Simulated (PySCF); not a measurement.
## Heteronuclear NMR

Structure with atom numbers: `[CH3:1][C:2](=[O:3])[Si@@H:4]([Cl:5])[C:6]1=[C:7]([Cl:8])[CH2:9][CH2:10]1`. Each H is labelled by its parent atom. Ha(C9), Ha(C10) are pro-R; Hb(C9), Hb(C10) are pro-S.

Method: shielding tensors at PBE0/pcSseg-1 (GIAO), structure optimised with GFN2-xTB, in PySCF 2.14 (one averaged value for each set of equivalent atoms, non-relativistic, gas phase, one computed conformer).

Question: What are the 29Si shifts?

Answer: 
```tsv
atoms	environment	σ (ppm)	δ (ppm)
Si4	silicon bonded to 2 C, Cl, H	394.0	-43.9
```

Shieldings were converted by a linear fit to measured shifts: 29Si (scatter 8.9 ppm rms, 25.8 ppm with the 6 outliers that the fit left out vs TMS, solution or neat liquid). Occasional misses reach two or three times the rms, and more in compound classes unlike the fitted ones.

On a 600 MHz spectrometer 29Si resonates near 119.2 MHz, so 1 ppm is 119.2 Hz.

Question: What are the 17O shifts?

Answer: 
```json
{"atoms": "O3", "environment": "carbonyl oxygen", "σ (ppm)": "-514.5", "δ (ppm)": "735.4"}
```

Shieldings were converted by a linear fit to measured shifts: 17O: δ = 266.70 − 0.911σ (rms 10.7 ppm, 155 shifts, 12.2 ppm with the 3 outliers that the fit left out vs liquid water, solution or neat liquid). Occasional misses reach two or three times the rms, and more in compound classes unlike the fitted ones.

On a 400 MHz spectrometer 17O resonates near 54.2 MHz, so 1 ppm is 54.2 Hz.
